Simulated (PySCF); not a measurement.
SMILES C[SiH2][SiH2]C=O, GFN2-xTB optimised geometry.

```
13

C      1.94     0.13    -1.64
Si     1.29    -0.58     0.00
Si    -1.03    -0.58     0.00
C     -1.59     1.25     0.00
O     -1.62     1.94    -0.99
H      3.02     0.20    -1.65
H      1.64    -0.50    -2.48
H      1.53     1.12    -1.83
H      1.82    -1.94     0.17
H      1.85     0.23     1.10
H     -1.67    -1.16     1.19
H     -1.65    -1.18    -1.18
H     -1.85     1.72     0.98
```

Density from B3LYP/def2-TZVP (PySCF) at that geometry.

Minimum of the electron density along straight lines between bonded atoms, close to the bond critical point (lines longer than 1.1 times the sum of covalent radii, or with two minima, are not listed):

```
bond     length / Å  ρ at the minimum / e bohr⁻³  ∇²ρ there / e bohr⁻⁵  position (fraction from the first atom)
-------  ----------  ---------------------------  --------------------  ---------------------------------------
C1–Si2        1.900                        0.117                  0.13                                     0.61
Si2–Si3       2.324                        0.097                 -0.18                                     0.46
Si3–C4        1.913                        0.116            (withheld)                                     0.39
C4–O5         1.207                   (withheld)            (withheld)                                     0.34
C1–H6         1.086                        0.276                 -0.93                                     0.64
C1–H7         1.087                        0.276                 -0.93                                     0.64
C1–H8         1.087                        0.277                 -0.93                                     0.64
Si2–H9        1.470                        0.123                  0.18                                     0.49
Si2–H10       1.472                        0.123                  0.18                                     0.49
Si3–H11       1.468                        0.123                  0.18                                     0.49
Si3–H12       1.465                        0.124                  0.19                                     0.49
C4–H13        1.113                        0.275                 -0.95                                     0.65
```

**Question.** Complete the blanks.

**Answer.** 
- Si3–C4, ∇²ρ there / e bohr⁻⁵: 0.15
- C4–O5, ρ at the minimum / e bohr⁻³: 0.421
- C4–O5, ∇²ρ there / e bohr⁻⁵: -0.01
